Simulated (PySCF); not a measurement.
Species: 2-methyltetrahydrofuran-3-one, C5H8O2.
Z-matrix (Å and degrees, GFN2-xTB geometry), rows numbered from 1:
```
C 
C   1  1.5232
O   2  1.4137  1  111.07
C   3  1.4140  2  108.30  1   148.98
C   4  1.5285  3  106.09  2   -34.54
C   5  1.5134  4  102.45  3    27.72
O   6  1.1987  2  126.10  1    50.61
H   1  1.0861  2  110.09  3    64.85
H   1  1.0866  2  109.27  3  -174.56
H   1  1.0870  2  109.67  3   -54.66
H   2  1.1054  1  109.72  3  -121.96
H   4  1.1007  3  110.02  2    84.73
H   4  1.0901  3  107.32  2  -156.76
H   5  1.0877  4  114.16  3   148.88
H   5  1.0920  4  111.56  3   -87.60
```

Computed geometry: GFN2-xTB, gas phase.

Masses are those of the commonest isotopes; rigid-rotor values at the optimised geometry. The values belong to one conformer with, in the numbering `[CH3:1][C@H:2]1[O:3][CH2:4][CH2:5][C:6]1=[O:7]`, C1–C2–O3–C4 149°, C2–O3–C4–C5 -35°, O3–C4–C5–C6 28°, C4–C5–C6–O7 168°.

Question: What are A, B and C (MHz)?

Answer: Ia = 142.85, Ib = 161.16, Ic = 278.65 u·Å²; 505379 MHz·u·Å²/I gives A = 3538, B = 3136, C = 1814 MHz.

Question: Classify the top.

Answer: An asymmetric top: κ = (2 × 3136 − 3538 − 1814)/(3538 − 1814) = 0.53.

Question: Is it planar, by Δ = Ic − Ia − Ib?

Answer: Not planar: Δ = Ic − Ia − Ib = -25.36 u·Å². For a rigid frame Δ = −2 Σ m c², so Σ m c² = 12.68 u·Å² lies off the ab plane: 7.84 from hydrogen and 4.84 from heavier atoms. The atom farthest from that plane is 1.49 Å away.

Question: Give the other two planar moments, Paa and Pbb, and the rms extents of the mass along the axes.

Answer: Paa = Σ m a² = (Ib + Ic − Ia)/2 = 148.48 and Pbb = Σ m b² = (Ia + Ic − Ib)/2 = 130.17 u·Å². With the mass M = 100.05 u, the rms extents √(P/M) along a, b and c are 1.22, 1.14, 0.36 Å.

Question: List the rotational levels J(Ka,Kc) to J = 3 (MHz).

Answer: Above 0(0,0):
J = 1: 1(0,1) 4950, 1(1,1) 5352, 1(1,0) 6674
J = 2: 2(0,2) 13850, 2(1,2) 13928, 2(1,1) 17895, 2(2,1) 19101, 2(2,0) 20100
J = 3: 3(0,3) 26279, 3(1,3) 26289, 3(1,2) 33575, 3(2,2) 33949, 3(2,1) 37368, 3(3,1) 39770, 3(3,0) 40417
Those of J = 1 are B + C, A + C and A + B.

GFN2-xTB frequencies: not computed here. Zero-point vibration and centrifugal distortion are left out.
